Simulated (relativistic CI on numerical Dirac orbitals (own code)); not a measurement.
## V⁺ (3d4) in a crystal field

Calculated by Dirac-Coulomb-Breit CI, orbitals from a KLI potential per configuration, QED by a radiative potential, one configuration in a parametric crystal field, unscaled Slater integrals (own radial code). With so little scaling, terms lie 10 to 35 % too far apart, which can change the order of excited levels.

Field parameters in Wybourne normalisation: D3d B²₀ = −7Dσ, B⁴₀ = −14Dq − 21Dτ, B⁴₃ = −14√(10/7) Dq. The field is a parameter set, without covalency.

S and J are read from ⟨S²⟩ = S(S + 1) and ⟨J²⟩ = J(J + 1) of each level; they are not fictitious spins.

D3d, 10Dq = 14450, Dσ = -1200, Dτ = 40 cm⁻¹, the lowest 10 levels:

| E (cm⁻¹) | Degeneracy | Irrep | S | J |
| --- | --- | --- | --- | --- |
| 0.0 | 2 | E | 2.00 | 2.81 |
| 4.8 | 1 | A1 | 2.00 | 2.89 |
| 9.7 | 1 | A2 | 2.00 | 2.91 |
| 16.6 | 2 | E | 2.00 | 2.99 |
| 26.2 | 2 | E | 2.00 | 3.07 |
| 35.7 | 1 | A1 | 2.00 | 3.16 |
| 35.8 | 1 | A2 | 2.00 | 3.15 |
| 2636 | 1 | A1 | 1.00 | 4.41 |
| 2641 | 1 | A2 | 1.00 | 4.40 |
| 2702 | 2 | E | 1.00 | 4.13 |

D3d, 10Dq = 14450, Dσ = -980, Dτ = 40 cm⁻¹, the lowest 10 levels:

| E (cm⁻¹) | Degeneracy | Irrep | S | J |
| --- | --- | --- | --- | --- |
| 0.0 | 2 | E | 2.00 | 2.84 |
| 3.6 | 1 | A1 | 2.00 | 2.91 |
| 8.7 | 1 | A2 | 2.00 | 2.93 |
| 14.3 | 2 | E | 2.00 | 2.99 |
| 22.6 | 2 | E | 2.00 | 3.06 |
| 30.8 | 1 | A1 | 2.00 | 3.13 |
| 30.9 | 1 | A2 | 2.00 | 3.13 |
| 2854 | 1 | A1 | 1.00 | 4.41 |
| 2859 | 1 | A2 | 1.00 | 4.40 |
| 2918 | 2 | E | 1.00 | 4.14 |

D3d, 10Dq = 14450, Dσ = -760, Dτ = 40 cm⁻¹, the lowest 10 levels:

```tsv
E (cm⁻¹)	Degeneracy	Irrep	S	J
0.0	2	E	2.00	2.87
2.4	1	A1	2.00	2.92
7.5	1	A2	2.00	2.94
11.9	2	E	2.00	2.99
18.8	2	E	2.00	3.04
25.5	1	A1	2.00	3.10
25.7	1	A2	2.00	3.10
3059	1	A1	1.00	4.41
3066	1	A2	1.00	4.39
3122	2	E	1.00	4.14
```

D3d, 10Dq = 14450, Dσ = -550, Dτ = 40 cm⁻¹, the lowest 10 levels:

```json
{"E (cm⁻¹)": "0.0", "Degeneracy": "2", "Irrep": "E", "S": "2.00", "J": "2.90"}
{"E (cm⁻¹)": "1.1", "Degeneracy": "1", "Irrep": "A1", "S": "2.00", "J": "2.94"}
{"E (cm⁻¹)": "6.2", "Degeneracy": "1", "Irrep": "A2", "S": "2.00", "J": "2.95"}
{"E (cm⁻¹)": "9.4", "Degeneracy": "2", "Irrep": "E", "S": "2.00", "J": "2.99"}
{"E (cm⁻¹)": "14.9", "Degeneracy": "2", "Irrep": "E", "S": "2.00", "J": "3.03"}
{"E (cm⁻¹)": "20.2", "Degeneracy": "1", "Irrep": "A1", "S": "2.00", "J": "3.07"}
{"E (cm⁻¹)": "20.4", "Degeneracy": "1", "Irrep": "A2", "S": "2.00", "J": "3.07"}
{"E (cm⁻¹)": "3245", "Degeneracy": "1", "Irrep": "A1", "S": "1.00", "J": "4.42"}
{"E (cm⁻¹)": "3253", "Degeneracy": "1", "Irrep": "A2", "S": "1.00", "J": "4.39"}
{"E (cm⁻¹)": "3307", "Degeneracy": "2", "Irrep": "E", "S": "1.00", "J": "4.15"}
```

D3d, 10Dq = 14450, Dσ = -330, Dτ = 40 cm⁻¹, the lowest 10 levels:

```tsv
E (cm⁻¹)	Degeneracy	Irrep	S	J
0.0	1	A1	2.00	2.95
0.4	2	E	2.00	2.93
5.0	1	A2	2.00	2.97
7.3	2	E	2.00	2.99
11.3	2	E	2.00	3.01
14.9	1	A1	2.00	3.04
15.4	1	A2	2.00	3.04
3426	1	A1	1.00	4.45
3439	1	A2	1.00	4.38
3488	2	E	1.00	4.18
```

The free-ion ground term has S = 2. Every field shown keeps that spin.

Levels of this model without a field, named by their leading LS term: 5D_0 0, 5D_1 32, 5D_2 96, 5D_3 189, 5D_4 310, 3H_4 15244, 3H_5 15305, 3H_6 15373 cm⁻¹.
